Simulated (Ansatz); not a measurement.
`S[SiH](S)Cl` → `SS` + `[SiH]Cl` at 700 K and 1 bar (silylene formation by 1,1-elimination).

Calculated with Ansatz (gas phase, PBE0-D4/def2-TZVP geometries, no zero-point term in ΔE). CBS: MP2 limit from def2 TZ/QZ plus the TZ coupled-cluster correction, frozen cores. This one scheme is used for every species. Each species was taken in one conformer, which may not be the lowest.

```tsv
species	CCSD(T)/CBS energy (Eh)	H − E (kJ/mol)	S (J/(mol·K))
`S[SiH](S)Cl`	-1546.32280	146.3	446.3
`SS`	-796.74576	82.9	298.8
`[SiH]Cl`	-749.43948	49.2	290.2
```

H − E and S are ideal-gas, rigid-rotor, harmonic terms from PBE0-D4/def2-TZVP, for one conformer and one mirror image of each species. 1 Eh = 2625.50 kJ/mol, R = 8.31446 J/(mol·K).

Problem. By hand: ΔE, ΔH, ΔS and ΔG.

Solution. ΔE = (-796.74576) + (-749.43948) − (-1546.32280) = 0.13756 Eh = 361.2 kJ/mol. Δ(H − E) = 82.9 + 49.2 − 146.3 = -14.2, so ΔH = 347.0 kJ/mol. ΔS = 298.8 + 290.2 − 446.3 = 142.7 J/(mol·K). ΔG = 347.0 − 700 × (142.7)/1000 = 247.1 kJ/mol.

Problem. By hand: the equilibrium constant, and the temperature at which ΔG would vanish if ΔH and ΔS stayed fixed.

Solution. log₁₀ K = −ΔG/(RT ln 10) = -18.4. ΔG = 0 at ΔH/ΔS = 2432 K.

The number of gas molecules changes by +1, which sets the sign of ΔS. A doubt of 5 kJ/mol in ΔE shifts log₁₀ K by 0.4 here. Other conformers and mirror images would add mixing entropy, several J/(mol·K) or more a flexible species. These are equilibria of isolated gas molecules and say nothing of rates. Largest T1 diagnostic: 0.013 (customary marks: 0.02 for closed shells, 0.045 for open ones).
